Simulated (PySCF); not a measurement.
## Radial density of C³⁺ (carbon, charge +3)

BHandHLYP, [He] 2s1, 2S determinant. Calculation: PySCF 2.14, in aug-cc-pV5Z; the non-relativistic Hamiltonian (point nucleus).

```csv
r (bohr),4πr²ρ (e/bohr),4πr²(ρα − ρβ)
0.00412,0.02584,0.0011
0.00693,0.07069,0.0029
0.0117,0.1889,0.0077
0.0196,0.4860,0.0198
0.0330,1.172,0.0472
0.0555,2.535,0.1001
0.0933,4.584,0.1711
0.157,6.153,0.1922
0.264,5.051,0.0694
0.444,1.933,0.0297
0.747,0.7823,0.5790
1.26,0.8193,0.8167
2.11,0.1740,0.1740
3.55,0.002746,0.0027
```
